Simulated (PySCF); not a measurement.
A species of formula C3H4FNOSi has this rotational fingerprint, computed with PySCF, PBE0-D3(BJ)/def2-SVP geometry optimisation, gas phase:

```
Rotational constants : A = 2757, B = 1822, C = 1187 MHz
Dipole components    : |μa| = 2.19 D, |μb| = 1.46 D, |μc| = 1.42 D
Inertial defect      : -34.83 u·Å²
κ                    : -0.19
```

Task: Which structure is it? (One computed conformer of each.)
A. `[CH2:1]=[CH:2][O:3][Si@@H:4]([F:5])[C:6]#[N:7]` with C1–C2–O3–Si4 2°, C2–O3–Si4–F5 -177°
B. `[N:1]#[C:2][SiH2:3][O:4]/[CH:5]=[CH:6]\[F:7]` with C2–Si3–O4–C5 59°, Si3–O4–C5–C6 7°

Result: A. It is C=CO[Si@@H](F)C#N, an asymmetric top, point group C1. The candidates at the same level (rigid rotor, commonest isotopes):

```json
{"SMILES": "C=CO[Si@@H](F)C#N", "A (MHz)": "2757", "B (MHz)": "1822", "C (MHz)": "1187", "μa (D)": "2.19", "μb (D)": "1.46", "μc (D)": "1.42", "Δ (u·Å²)": "-34.83", "point group": "C1", "rotor": "asymmetric top"}
{"SMILES": "N#C[SiH2]O/C=C\\F", "A (MHz)": "3030", "B (MHz)": "1789", "C (MHz)": "1360", "μa (D)": "2.78", "μb (D)": "1.96", "μc (D)": "0.59", "Δ (u·Å²)": "-77.83", "point group": "C1", "rotor": "asymmetric top"}
```

`N#C[SiH2]O/C=C\F` has C 15 % too high. No structure here is proved a minimum.
